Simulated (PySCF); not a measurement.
A structure optimised at PBE-D3(BJ)/def2-SVP, used in a PySCF frequency run:

```
C
C 1 1.3481
F 2 1.3335 1 123.45
H 1 1.1014 2 115.04 3 180.00
H 2 1.1055 3 111.47 1 180.00
B 1 1.5478 4 119.50 2 180.00
F 6 1.3323 1 123.21 4 180.00
F 6 1.3361 7 116.65 1 180.00
```
Charge 0, spin multiplicity 1.

Problem. Write its SMILES, formula and point group.

Solution. F/C=C\B(F)F, C₂H₂BF₃, Cs

Problem. What are its rotational constants (standard atomic weights)?

Solution. 7.5304, 2.2688, 1.7435 GHz
